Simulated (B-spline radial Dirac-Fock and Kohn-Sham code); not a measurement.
## Relativistic shifts of the levels of Pr⁶⁺

System: Pr⁶⁺, [Kr] 4d10 4f1 5s2 5p4.

Both columns are ΔSCF binding energies of the configuration average from an atomic code on a B-spline grid: non-relativistic Hartree-Fock with a point nucleus, and Dirac-Fock with a finite nucleus and the Coulomb interaction alone, averaged over the two j levels with weights 2j+1.

| shell | Hartree-Fock (eV) | Dirac-Fock (eV) | shift (eV) | shift (%) |
| --- | --- | --- | --- | --- |
| 1s | 40147.6 | 42246.4 | +2098.72 | +5.23 |
| 2s | 6423.7 | 6953.2 | +529.53 | +8.24 |
| 2p | 6069.1 | 6231.5 | +162.41 | +2.68 |
| 3s | 1489.6 | 1608.6 | +118.98 | +7.99 |
| 3p | 1334.7 | 1373.7 | +39.02 | +2.92 |
| 3d | 1049.0 | 1035.4 | -13.59 | -1.30 |
| 4s | 379.4 | 406.2 | +26.79 | +7.06 |
| 4d | 210.2 | 206.3 | -3.88 | -1.85 |
| 4f | 92.89 | 88.47 | -4.43 | -4.77 |
| 5s | 112.6 | 117.8 | +5.24 | +4.66 |
| 5p | 93.62 | 94.76 | +1.14 | +1.22 |

Relativity binds 1s, 2s, 2p, 3s, 3p, 4s, 5s, 5p more strongly, among those listed most of all 2s in relative terms, and 3d, 4d, 4f more weakly, because the contracted s and p shells screen the nucleus better.

Values without a named source are computed, but for edge energies of neutral atoms, which are taken from tables.
